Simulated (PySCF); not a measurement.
Series: silicon hydride cages (EH)n. Gas-phase values, no solvent. Each species was relaxed from one start; no search for lower structures was made at this level. Strings in code marks are SMILES.

These are PBE0-D3(BJ)/def2-SVP // B3LYP-D3(BJ)/def2-SVP in PySCF 2.14.0 values and carry that method's errors. Delta-SCF ions had no search for a lower state. Excitations are Tamm–Dancoff values on a coarser integration grid. The basis has no diffuse functions, so Rydberg states are missing or too high.

| species | dipole moment (D) | HOMO (eV) | vertical ionisation energy (Delta-SCF) (eV) | S1–T1 gap (TDA) (eV) | T1 excitation (TDA) (eV) |
|---|---|---|---|---|---|
| [3]prismane cage Si6H6 `[SiH]12[SiH]3[SiH]1[SiH]1[SiH]2[SiH]31` | 0.00 | -6.15 | 7.74 | 0.48 | 3.01 |
| [4]prismane cage Si8H8 `[SiH]12[SiH]3[SiH]4[SiH]1[SiH]1[SiH]2[SiH]3[SiH]41` | 0.00 | -6.38 | ? | – | – |
| [5]prismane cage Si10H10 `[SiH]12[SiH]3[SiH]4[SiH]1[SiH]1[SiH]2[SiH]2[SiH]3[SiH]4[SiH]12` | 0.00 | -6.81 | 8.15 | 0.25 | 3.56 |
| [6]prismane cage Si12H12 `[SiH]12[SiH]3[SiH]4[SiH]1[SiH]1[SiH]4[SiH]4[SiH]5[SiH]3[SiH]2[SiH]5[SiH]14` | ? | ? | 7.67 | 0.22 | ? |

Task: Some entries are withheld; supply them.

Result: 
- [4]prismane cage Si8H8 `[SiH]12[SiH]3[SiH]4[SiH]1[SiH]1[SiH]2[SiH]3[SiH]41`, vertical ionisation energy (Delta-SCF) (eV): 7.83
- [6]prismane cage Si12H12 `[SiH]12[SiH]3[SiH]4[SiH]1[SiH]1[SiH]4[SiH]4[SiH]5[SiH]3[SiH]2[SiH]5[SiH]14`, dipole moment (D): 0.00
- [6]prismane cage Si12H12 `[SiH]12[SiH]3[SiH]4[SiH]1[SiH]1[SiH]4[SiH]4[SiH]5[SiH]3[SiH]2[SiH]5[SiH]14`, HOMO (eV): -6.41
- [6]prismane cage Si12H12 `[SiH]12[SiH]3[SiH]4[SiH]1[SiH]1[SiH]4[SiH]4[SiH]5[SiH]3[SiH]2[SiH]5[SiH]14`, T1 excitation (TDA) (eV): 3.27
